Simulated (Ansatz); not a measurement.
Reaction (cleavage of the Sn–Si bond): `[SiH3][SnH2][SH]` + PH₃ → `[PH2][SnH2][SH]` + SiH₄

Program: Ansatz. Geometries: PBE0-D4/def2-TZVP. ΔE: electronic, gas phase. CBS: MP2 limit from def2 TZ/QZ plus the TZ coupled-cluster correction, frozen cores. This one scheme is used for every species. Functionals use def2-TZVPP. B3LYP here is the variant with VWN-RPA as its local correlation; programs differ in this. def2 core potentials past Kr. For Sn outer-core shells are correlated without core-valence functions, which leaves a few kJ/mol of doubt a bond. One conformer a species, not always the lowest.

`[SiH3][SnH2][SH]`:

Z-matrix (Å, degrees):
```
Si
Sn 1 2.560
H 1 1.486 2 109.5
H 1 1.485 2 109.5 3 119.9
H 1 1.485 2 109.6 3 -119.9
S 2 2.414 1 105.4 3 -179.4
H 2 1.710 1 113.2 3 -61.3
H 2 1.710 1 113.2 3 62.6
H 6 1.343 2 94.2 1 -179.2
```

PH₃:

Z-matrix (Å, degrees):
```
P
H 1 1.420
H 1 1.420 2 93.1
H 1 1.420 2 93.1 3 93.3
```

`[PH2][SnH2][SH]`:

Z-matrix (Å, degrees):
```
Sn
S 1 2.410
P 1 2.499 2 104.6
H 1 1.710 2 109.9 3 -117.6
H 1 1.709 2 107.4 3 122.5
H 2 1.343 1 93.6 3 -149.7
H 3 1.423 1 92.3 2 175.9
H 3 1.421 1 92.4 2 82.9
```

SiH₄:

Cartesian coordinates in Å:
```
Si 0.000 0.000 0.000
H -1.255 0.375 0.699
H 0.431 -1.348 0.447
H 1.060 0.990 0.320
H -0.236 -0.016 -1.466
```

| level | ΔE (kcal/mol) |
| --- | --- |
| B2PLYP | -2.9 |
| PBE0 | -1.9 |
| B3LYP | -2.5 |
| SCS-MP2/def2-TZVPP | -3.4 |

Problem. What does CCSD(T)/CBS give? (Estimate.)

Solution. Ansatz gave: -2.8 kcal/mol. The listed levels differ from it by -0.1, 0.9, 0.3, -0.6 kcal/mol.

Largest T1 diagnostic among the species: 0.013.

At CCSD(T), def2-SVP lies +1.0 kcal/mol from the extrapolated value and def2-TZVPP +0.2 kcal/mol. Leaving LDA and LC-ωPBE aside and taking each functional with its dispersion term where it has one, the values, not all of them listed here, spread over 0.9 kcal/mol, from BLYP-D4 to PBE0-D4.
